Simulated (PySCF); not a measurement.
Dipole moment (D) of eight silicon and germanium compounds: PBE beside ωB97X, computed with PySCF for isolated molecules in the bases named; differences from unrounded values. The eight are the first of their class met in an unordered collection, after screening for sound electronic states; none was chosen by its value, except that the dipole had to exceed 0.05 D. Each molecule has one DFT geometry for both levels.

| molecule | basis | ωB97X | PBE | difference |
|---|---|---|---|---|
| CH5FOSi2, SMILES F[Si@H]1CO[SiH2]1 | def2-TZVP | 0.66 | 0.54 | -0.12 |
| Ge(H)3(SMe) (CH6GeS), SMILES [S]([GeH3])C | def2-TZVPD | 1.52 | 1.41 | -0.12 |
| CH5ClO2Si, SMILES O([SiH](O)Cl)C | def2-TZVP | 1.68 | 1.61 | -0.07 |
| C2H3ClN2Si, SMILES Cl[SiH]1N=CC=N1 | def2-TZVP | 2.37 | 2.03 | -0.34 |
| CH6ClFSi3, SMILES F[Si@]1(Cl)C[SiH2][SiH2]1 | def2-TZVP | 2.21 | 2.02 | -0.19 |
| C₅H₈Si, SMILES C1=CC[SiH2]C=C1 | def2-TZVP | 0.75 | 0.81 | 0.06 |
| Si(OMe)2 (C2H6O2Si), SMILES CO[Si]OC (connectivity only; charge and spin as stated), neutral, multiplicity 1 | def2-TZVP | 1.71 | 1.68 | -0.03 |
| C4H7FSi, SMILES C[Si@H]1C=C[C@H]1F | def2-TZVP | 1.60 | 1.38 | -0.22 |

PBE lies below ωB97X in 7 and above it in 1 of the eight; the mean signed difference is -0.13 and the largest -0.34 D.
